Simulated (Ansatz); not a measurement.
Input file for Ansatz (a quantum-chemistry and plane-wave program): U-CCSD(T)/cc-pVTZ on CH3N (SMILES C=N), a point of a bond scan (R = 2.905 Å).

Ansatz 0.2 input:
```yaml
crystal:
  periodic: [false, false, false]
  atoms:
    - {symbol: C, position_ang: [-0.55740008, 0.17855308, 0.01045098]}
    - {symbol: N, position_ang: [2.11158503, -0.96793505, -0.04120964]}
    - {symbol: H, position_ang: [-1.41804796, -0.49076045, 0.02134142]}
    - {symbol: H, position_ang: [-0.77858901, 1.25082695, 0.02015765]}
    - {symbol: H, position_ang: [2.82839659, -0.23995990, -0.04933334]}
basis:
  gaussian:
    orbitals: cc-pVTZ
correlation: {method: ccsd_t, electrons: outside_noble_gas}
scf: {omitted_lower_state_checks: [cluster_reference]}
magnetization: {spin_polarized: true, initial_magnetization: 0}
```

Program output:

```
WARN ansatz: RAYON_NUM_THREADS=2 ignored (pool sized by the plan → 2); use --threads N
Functional definition: HF
these checks for a lower state are left out or cut short: cluster_reference
integrals: 0.18 GiB planned
582 factors; integrals over basis functions are off by at most 1.2e-3 eV
mean field: 0.18 GiB planned
mean field evaluation 1: about -2536.7931 eV, gradient 4.0e1 eV
mean field evaluation 2: about -2536.7931 eV, gradient 4.0e1 eV
mean field evaluation 4: about -2548.2276 eV, gradient 1.4e1 eV
mean field evaluation 8: about -2551.5573 eV, gradient 1.9e-1 eV
mean field evaluation 16: about -2551.7419 eV, gradient 1.2e0 eV
mean field evaluation 32: about -2554.1234 eV, gradient 1.2e-6 eV
mean field evaluation 64: about -2554.0796 eV, gradient 1.4e-1 eV
mean field evaluation 96: about -2553.7182 eV, gradient 2.1e-6 eV
mean field evaluation 128: about -2547.9956 eV, gradient 5.3e-1 eV
mean field evaluation 160: about -2551.5570 eV, gradient 1.2e-2 eV
mean field -2555.52933644 eV, -93.9139709141 hartree, gradient 3.1e-6 eV, S^2 2.001669; 11 other end points of the search recorded, 0 dependent functions left out
2 core orbitals not correlated
reference -2555.52933644 eV, -93.9139709141 hartree; 6, 6 occupied and 94, 94 virtual orbitals, 582 factors
second order -6.97780359 eV of doubles, -0.00000000 eV of singles
coupled cluster: 0.51 GiB planned
cycle   1  -7.72644574 eV  change   -7.5e-1 eV  update   5.4e-2
cycle   2  -7.98541380 eV  change   -2.6e-1 eV  update   2.1e-2
cycle   3  -8.01008828 eV  change   -2.5e-2 eV  update   8.6e-3
cycle   4  -8.01010120 eV  change   -1.3e-5 eV  update   3.9e-3
cycle   5  -8.01151908 eV  change   -1.4e-3 eV  update   2.5e-3
cycle   6  -8.01246119 eV  change   -9.4e-4 eV  update   1.7e-3
cycle   7  -8.01319434 eV  change   -7.3e-4 eV  update   1.2e-3
cycle   8  -8.01352938 eV  change   -3.4e-4 eV  update   7.3e-4
cycle   9  -8.01351157 eV  change    1.8e-5 eV  update   4.5e-4
cycle  10  -8.01369251 eV  change   -1.8e-4 eV  update   3.1e-4
cycle  11  -8.01382375 eV  change   -1.3e-4 eV  update   2.2e-4
cycle  12  -8.01379469 eV  change    2.9e-5 eV  update   1.3e-4
cycle  13  -8.01374558 eV  change    4.9e-5 eV  update   8.1e-5
cycle  14  -8.01371186 eV  change    3.4e-5 eV  update   4.6e-5
cycle  15  -8.01371621 eV  change   -4.4e-6 eV  update   3.0e-5
cycle  16  -8.01371891 eV  change   -2.7e-6 eV  update   1.8e-5
cycle  17  -8.01371784 eV  change    1.1e-6 eV  update   9.4e-6
coupled cluster: 0.51 GiB planned
perturbative correction -0.20699495 eV, -0.0076069243 hartree
Total energy: -2563.75004924 eV, -94.2160765373 hartree
Checks for a lower state left out: cluster_reference
```

Self-consistency was reached. Its determinant has ⟨S²⟩ = 2.00, a mixture of spin states.

Cost: about 21 core-seconds (a rough figure).
